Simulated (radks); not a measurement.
Results of a calculation; reference values are marked as such.
Task: The mean radii <r> (bohr) of the occupied orbitals of an atom or ion are listed with their occupations. Code: a radial shooting solver on a logarithmic mesh with Libxc functionals. Model: Dirac Kohn-Sham, PBEsol, spin-unpolarised, spherical densities, finite nucleus; Fermi nuclear charge, rms radius of each element as measured or else 0.836 A^(1/3) + 0.57 fm.

| orbital | occ. | <r> |
|---|---|---|
| 1s1/2 | 2 | 0.02612 |
| 2s1/2 | 2 | 0.1117 |
| 2p1/2 | 2 | 0.09405 |
| 2p3/2 | 4 | 0.09994 |
| 3s1/2 | 2 | 0.2989 |
| 3p1/2 | 2 | 0.2888 |
| 3p3/2 | 4 | 0.3006 |
| 3d3/2 | 4 | 0.2714 |
| 3d5/2 | 6 | 0.2752 |
| 4s1/2 | 2 | 0.6949 |
| 4p1/2 | 2 | 0.7208 |
| 4p3/2 | 4 | 0.7484 |
| 4d3/2 | 4 | 0.8311 |
| 4d5/2 | 6 | 0.8416 |
| 5s1/2 | 2 | 1.741 |
| 5p1/2 | 2 | 2.020 |
| 5p3/2 | 4 | 2.118 |
| 6s1/2 | 1 | 5.681 |

Name the element and its charge. Open shells, if any, fill j = l - 1/2 first.

Result: Z = 55, caesium, charge 0: Cs in [Xe] 6s1. The 1s radius gives Z: for a bare nucleus <r> = (2 gamma + 1)/(2Z) with gamma = sqrt(1 - (Z/c)^2), 0.02574 bohr for Z = 55, and screening makes it slightly larger (0.02612 here). The occupations add up to 55, and the charge is Z minus that.
